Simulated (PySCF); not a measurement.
**Ionising TlN**

ROHF-SCS-MP2; Tl def2-SVPD with ECP60, N def2-SVPD; scalar-relativistic core potentials (PySCF 2.14). Neutral (ROHF): triplet (π ↑↑), Re = 2.325 Å, ωe = 416 cm⁻¹, De = 1.14 eV.

TlN⁺ (UHF): quartet (σ ↑, π ↑↑), Re = 3.243 Å, ωe = 82.3 cm⁻¹. The energies at the minima are -226.01565 hartree for TlN and -225.78862 for TlN⁺.

Question: Work out the adiabatic ionisation energy, without and with harmonic zero-point energies (1 hartree = 27.2114 eV, 1 eV = 8065.5 cm⁻¹), and the change of the bond length.

Answer: At SCS-MP2: 0.22703 hartree = 6.178 eV between the minima; the zero-point term (82.3 − 416.0)/2 cm⁻¹ = -0.021 eV makes it 6.157 eV. Re changes by +91.8 pm against the neutral. The electron leaves a σ orbital, and the ion is left as a loose complex of an ion and an atom.

Correlated steps freeze 5 core orbitals. UHF and ROHF references stand side by side, which adds small steps between rows. Correlated levels converge slowly with the basis: in double zeta they bind strong bonds too weakly, by up to about 1 eV, and carry superposition errors of some tenths. Spin–orbit coupling is left out, which matters for elements this heavy, above all for dissociation energies. States were picked by a PBE0 search and need not be the measured ground states.

Neutral and ion stand on different kinds of reference determinant, which adds to the error of the difference.
